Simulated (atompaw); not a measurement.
**How hard is this Cu (Z = 29) PAW (atompaw) potential?**

Cu (Z = 29), PAW, made with atompaw 4.2.0.5 (LDA (PW92), scalar-relativistic). Core [Ar], reference 3d10 4s0 4p1. Waves: 4s (bound, empty); 4s channel at 0.9 Ry; 4p (bound); 4p channel at 0.4 Ry; 3d (bound); 3d channel at -0.15 Ry. Local part: troulliermartins scheme with l = 3 at 0 Ry, radius 2.20 bohr. Core correction: smooth core density matched at 2.86 bohr. Augmentation charge: sinc compensation charge, radius 3.14 bohr; PAW radius 3.30 bohr; waves and projectors: bloechl.

The pseudo-atom Hamiltonian at the reference potential is diagonalised in spherical Bessel functions j_l(qr) that vanish at 20 bohr, with q² up to the cutoff. All-electron valence levels (Ry): 4s -0.4641, 4p -0.1362, 3d -0.5444.

Task: How do the lowest levels (Ry) of each channel move with the cutoff, and are there ghosts?

Result:

```
cutoff (Ry)     s #1     s #2     p #1    p #2     d #1    f #1  Σ f·Δε (mRy)
          8  -0.4464  -0.0346  -0.1353  0.0202  -0.4731  0.0885         713.7
         10  -0.4577  -0.0355  -0.1356  0.0201  -0.4975  0.0885         469.1
         12  -0.4620  -0.0358  -0.1358  0.0201  -0.5145  0.0885         299.0
         15  -0.4629  -0.0359  -0.1360  0.0201  -0.5267  0.0885         176.5
         18  -0.4629  -0.0359  -0.1361  0.0200  -0.5379  0.0885          65.1
         21  -0.4632  -0.0359  -0.1361  0.0200  -0.5415  0.0885          28.3
         25  -0.4635  -0.0360  -0.1361  0.0200  -0.5433  0.0885          10.5
         30  -0.4639  -0.0360  -0.1361  0.0200  -0.5442  0.0885           1.6
         35  -0.4640  -0.0360  -0.1361  0.0200  -0.5443  0.0885           0.2
         40  -0.4641  -0.0360  -0.1361  0.0200  -0.5444  0.0885           0.1
         45  -0.4641  -0.0360  -0.1361  0.0200  -0.5444  0.0885           0.1
        400  -0.4641  -0.0360  -0.1361  0.0200  -0.5444  0.0885           0.0
```

Result: no extra level below or beside the all-electron valence levels (s, p, d, f tested); 10 mRy is reached at 30 Ry and 1 mRy at 35 Ry.
